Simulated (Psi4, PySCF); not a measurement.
C2H6AlF, triplet, at a GFN2-xTB geometry (such geometries of metal compounds can be far from the true shape) (a higher spin typed on purpose: for a closed-shell molecule this is an excited state), atoms displaced at random by about 0.08 Å a coordinate. Base run: PySCF with HF/STO-3G, gradient.

The PySCF input:
```python
from pyscf import gto, scf

mol = gto.Mole()
mol.atom = '''
    Al   -0.30999110   -0.10719833   -0.59519087
    C     1.56246164   -0.39400278   -0.34189522
    H     1.92635998   -1.15403578   -0.25716079
    H     2.01202425    0.43839239    0.28295890
    H     1.82662406   -0.18293174   -1.39235187
    C    -0.24251428   -0.74074499    1.58735403
    H    -1.36774957   -0.58657786    1.95402996
    H     0.25770189    0.22536980    2.05328512
    H     0.13941481   -1.68283822    1.59223305
    F    -0.77749252    1.32730882   -0.80219175
'''
mol.basis = 'sto-3g'
mol.spin = 2
mol.verbose = 4
mol.build()

mf = scf.UHF(mol)
mf.kernel()
g = mf.nuc_grad_method()
grad = g.kernel()
```

Programs used: Psi4, PySCF; a row that names a program was run with it.

The coordinate followed is y of atom 5.

The base run was repeated with changes; each row names its change, and settings that it needs were set with it.

```
change                                                  dE/dx (Eh/bohr)  net force (Eh/bohr)
------------------------------------------------------  ---------------  -------------------
base                                                          -0.012585             0.000000
conv_tol = 1e-6                                               -0.012584             0.000000
finite difference step (bohr) = 1e-3; conv_tol = 1e-11        -0.012585                    -
conv_tol = 1e-11                                              -0.012585             0.000000
finite difference step (bohr) = 0.2; conv_tol = 1e-11         -0.012200                    -
density fitting = on                                          -0.012589             0.000000
finite difference step (bohr) = 0.01; conv_tol = 1e-11        -0.012584                    -
finite difference step (bohr) = 0.05; conv_tol = 1e-11        -0.012560                    -
conv_tol = 1e-4                                               -0.012584             0.000000
finite difference step (bohr) = 1e-5; conv_tol = 1e-11        -0.012585                    -
code = psi4                                                   -0.012589             0.000000
finite difference step (bohr) = 1e-4; conv_tol = 1e-11        -0.012585                    -
```

The net force is zero for an exact gradient.

Open shells are given as the SCF converged; they aren't shown to be the lowest states, and a large step between rows can be another state.
